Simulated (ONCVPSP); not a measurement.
## What one change does to a pseudopotential (Ho, ONCV)

| Item | Value |
| --- | --- |
| Element | Ho |
| Generator | ONCVPSP 4.0.1 |
| Type | optimised norm-conserving Vanderbilt (ONCV) |
| Functional | PBE |
| Relativity | scalar-relativistic |
| Frozen core | [Kr] 4d10 4f10 |
| Valence charge | 11 |
| Reference configuration | 5s2 5p6 5d1 6s1.5 6p0.5 |
| Partial waves | 5s+6s: rc 2.35 bohr, ncon 3, nbas 6, qcut 4.1 1/bohr, 2 projectors; 5p+6p: rc 1.95 bohr, ncon 4, nbas 7, qcut 6.7 1/bohr, 2 projectors; 5d: rc 2.10 bohr, ncon 3, nbas 6, qcut 4 1/bohr, 1 projector |
| Local potential | polynomial inside 1.60 bohr (lpopt 5, dvloc0 0 Ha) |
| Core correction | Teter function fitted to the true core (icmod 2), fcfact 0.45 |

Change: p: qcut 6.4.

Cutoffs: the cutoffs (Ha) at which the residual kinetic energy of the hardest occupied pseudo-wave falls to 1 and 0.1 mHa per electron; they do not see the model core or the augmentation charge, which bear on the density cutoff. Errors are all-electron minus pseudo energies relative to the spin-unpolarised reference configuration.

**Question.** What does the change do?

**Answer.** The potential gets neither clearly harder nor softer (14 Ha and 27 Ha → 13 Ha and 27 Ha); the errors of the 4 common tests hardly move; neither file shows a bound ghost.

| quantity | base | changed |
| --- | --- | --- |
| cutoff, loose | 14 Ha | 13 Ha |
| cutoff, tight | 27 Ha | 27 Ha |
| loose cutoff by channel | s 4.7 Ha, p 14 Ha, d 9.2 Ha | s 4.7 Ha, p 13 Ha, d 9.2 Ha |
| bound ghosts | none | none |
| GHOST(+) flags under 300 eV | s at 73.7 eV | s at 73.7 eV |
| error for 5s2 5p6 5d1 6s2 6p0, meV [ΔE -1.52 eV] | +0.3 | +0.3 |
| error for 5s2 5p6 5d1 6s1 6p0, meV [ΔE 5.42 eV] | +0.7 | +0.7 |
| error for 5s2 5p6 5d1 6s0 6p0, meV [ΔE 18.01 eV] | +12 | +12 |
| error for 5s2 5p6 5d1 6s0 6p2, meV [ΔE 4.82 eV] | -0.2 | -0.1 |
| s: phases at 2.39 bohr within 0.05 rad from the reference energy up to (Ha; the scan ends near 5) | 2.1 | 2.1 |
| p: phases at 1.98 bohr within 0.05 rad from the reference energy up to (Ha; the scan ends near 5) | to the end of the scan | to the end of the scan |
| d: phases at 2.13 bohr within 0.05 rad from the reference energy up to (Ha; the scan ends near 5) | 2.7 | 2.7 |
| rms error of d²Exc/dni dnj with the model core, mHa | 0.77 | 0.75 |
